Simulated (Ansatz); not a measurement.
Harmonic frequencies (cm⁻¹) at PBE0-D4/def2-TZVP from Ansatz: 129, 208, 290, 349, 395, 529, 784, 858, 920, 1568, 3593, 3694.

Each molecule was computed in one conformer, which needn't be the lowest.

Task: Which molecule is it?
A. `N[Si](F)Cl`•
B. `[NH][SiH](F)Cl`•
C. `FC(F)(F)[S]`•
D. `C[SiH]Cl`•

Result: A.
